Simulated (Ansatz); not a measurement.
The same path of BH₅OSb (8 atoms, charge 1, multiplicity 1) was run twice with different band settings. The coordinate that changes most is the dihedral B1–Sb2–O3–H8.

Level of theory: RKS PBE-D4/def2-TZVP (Ansatz 0.2.0).

Relaxed end points:

```xyz
8
Properties=species:S:1:pos:R:3
B -1.062 0.706 -0.986
Sb 0.746 1.148 0.240
O 1.260 -1.036 0.379
H -1.315 -0.409 -1.341
H -1.765 1.639 -1.245
H -0.367 0.974 1.559
H 1.961 -1.322 0.999
H 0.543 -1.700 0.395
```

```xyz
8
Properties=species:S:1:pos:R:3
B -1.034 0.678 -0.982
Sb 0.730 1.143 0.297
O 1.097 -1.038 0.709
H -1.297 -0.448 -1.298
H -1.705 1.609 -1.321
H -0.435 1.104 1.575
H 0.632 -1.702 0.160
H 2.013 -1.345 0.860
```

Common settings: climbing image yes; spring 5.0 eV/Å²; optimiser quadratic models (default); start path IDPP; force threshold 0.05 eV/Å; iteration limit 60; end points relaxed.

| run | movable images |
| --- | --- |
| 1 | 5 |
| 2 | 2 |

(1) What does each run give, and how far can it be trusted?

Answers

(1) Run 1: converged after 6 iterations, highest image 0.038 eV above the first end. A vibrational analysis at the climbing image gives one clearly imaginary mode, 95i cm⁻¹: a first-order saddle point.
Run 2: converged after 11 iterations, highest image 0.038 eV above the first end. The dihedral B1–Sb2–O3–H8 jumps by 100° between images 0 and 1, so the path isn't resolved there. Another band between the same ends (5 images) ends at a top of the same energy, where a vibrational analysis finds 1 clearly imaginary mode. So few images can step over the top or miss a turn of the path.
